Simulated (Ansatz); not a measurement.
A structure relaxed at B3LYP-D4/def2-TZVP in Ansatz, charge 1, doublet:

```xyz
6

Sn   -0.179    2.243    0.853
Sn   -0.361   -1.271   -0.510
H     0.746    2.274   -0.657
H    -0.940   -2.343    0.707
H    -0.604    0.359    0.379
H     1.338   -1.262   -0.772
```

(1) Give its formula.

(2) Summarise the bond lengths by kind (pairs closer than 1.2 times the sum of covalent radii, bridged metal pairs left out).

Answers

(1) Sn2H4⁺.

(2) 5 × H–Sn 1.72 to 1.99 Å.

In the def2 sets Sn takes a core potential; there is no spin–orbit coupling. The relaxation made no stability test and no search for a lower SCF solution. Another isomer (doublet) lies 0.39 eV lower at PBE0-D4/def2-TZVP; other spin states weren't run for this one.
